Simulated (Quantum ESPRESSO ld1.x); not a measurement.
Radial electron density D(r) = 4 pi r^2 rho(r) of an atom or ion with 46 electrons. Calculated with ld1.x of Quantum ESPRESSO 7.5: scalar-relativistic Kohn-Sham, BLYP, spin-unpolarised, spherical densities, point nucleus.

r (bohr)  D(r) (e/bohr)
0.002723          6.958
0.003119          8.653
0.003574          10.70
0.004094          13.16
0.004653          15.88
0.005331          19.23
0.006108          23.08
0.006998          27.41
0.007953          31.87
0.009112          36.92
0.01044           42.11
0.01196           47.21
0.01359           51.64
0.01557           55.62
0.01784           58.51
0.02044           60.02
0.02342           60.01
0.02662           58.72
0.0305            56.39
0.03494           53.81
0.04003           51.97
0.0455            51.82
0.05212           54.03
0.05972           58.74
0.06842           65.11
0.07776           71.10
0.08909           75.39
0.1021            75.74
0.1169            71.58
0.1329            64.63
0.1523            56.76
0.1744            51.65
0.1999            51.34
0.2271            54.88
0.2602            59.56
0.2982            60.92
0.3416            56.14
0.3914            45.72
0.4448            33.91
0.5096            23.41
0.5838            17.75
0.6689            16.77
0.7602            17.99
0.871             18.90
0.9979            17.90
1.143             15.08
1.299             11.65
1.489             8.140
1.705             5.313
1.954             3.281
2.221             1.987
2.544             1.101
2.915            0.5663
3.34             0.2652
3.796            0.1167
4.349           0.04241
4.982           0.01297

What is the nuclear charge?

Answer. Z = 47. The innermost maximum, from 1s, lies near gamma/Z bohr with gamma = sqrt(1 - (Z/c)^2) = 0.939, here 0.02 bohr (found: 0.0218), and its height grows with Z. The density is that of the silver ion Ag+ in [Kr] 4d10; the configuration itself is not fixed sharply by these data, and Z only to a few units. D(r) has 4 maxima, at r = 0.0218, 0.0965, 0.289, 0.878 bohr, and minima at 0.0430, 0.187, 0.648 bohr, inside which lie 2.00, 11.12, 29.03 electrons.
